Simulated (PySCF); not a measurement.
**Simulated absorption spectrum**

C9H7N.
SMILES: `c1c2ccccc2cnc1`

Computed with TDDFT wB97X-D/def2-SVPD, vertical, gas phase, core orbitals frozen in the response in PySCF 2.14.0, density-fitted response routines. Geometry: PBE0-D3(BJ)/def2-SVP; no solvent, vibrations or thermal averaging.

Each state is given a Gaussian of 0.3 eV full width at half maximum, with ε(max) = 2.175×10⁸ f / Δν̃ (Δν̃ the width in cm⁻¹). The width is an assumption, not a result. The curve ends short of the highest state used, and states not computed would add to its high-energy end.

(λ (nm), ε (L mol⁻¹ cm⁻¹)): (194.5, 58959), (197.5, 92762), (200.6, 98438), (203.7, 63532), (206.7, 26133), (209.8, 6663), (212.9, 1119), (216.0, 141), (219.0, 51), (222.1, 79), (225.2, 106), (228.2, 101), (231.3, 71), (234.4, 50), (237.4, 85), (240.5, 263), (243.6, 701), (246.7, 1435), (249.7, 2259), (252.8, 2907), (255.9, 3181), (258.9, 3277), (262.0, 3579), (265.1, 4248), (268.1, 4994), (271.2, 5388), (274.3, 5083), (277.4, 4148), (280.4, 2975), (283.5, 1846), (286.6, 1008), (289.6, 501), (292.7, 217), (295.8, 85), (298.9, 30), (301.9, 10)

Problem. Locate the maxima and give the states behind the curve.

Solution. 271 nm (4.57 eV), ε about 5400, made up of S1 (95%); 226 nm (5.48 eV), ε about 110, made up of S4 (100%); 199 nm (6.22 eV), ε about 100000, made up of S5 (92%) (ε in L mol⁻¹ cm⁻¹; maxima over ε = 5, shares over 10%). The states used: S1 4.56 eV (f 0.057); S2 4.63 eV (f 0.0016); S3 4.88 eV (f 0.032); S4 5.48 eV (f 0.0012); S5 6.20 eV (f 1.047); S6 6.35 eV (f 0.134); S7 6.48 eV (f 0.104); S8 6.62 eV (f 0.168); S9 6.80 eV (f 0.022); S10 6.98 eV (f 0.0022).

Problem. Coming from long wavelengths, where does ε first pass 100 L mol⁻¹ cm⁻¹?

Solution. At about 295 nm (4.20 eV), 0.36 eV below S1.

Problem. On this curve, what absorbance would a 10⁻³ mol/L sample give at 266 nm over a 1 cm path?

Solution. 266 nm is 4.661 eV, where ε is about 4500 L mol⁻¹ cm⁻¹, so A = ε c l ≈ 4.5 (Beer–Lambert, with the gas-phase spectrum and the assumed width).

Problem. What would ε be at 6.22 eV, the highest of these maxima, with half the width (0.15 eV)?

Solution. About 185000 L mol⁻¹ cm⁻¹ against 102000, a factor of about 1.8; a lone state at its own centre would give exactly 2.

All these states lie below the vertical ionisation energy of 8.52 eV (ΔSCF).
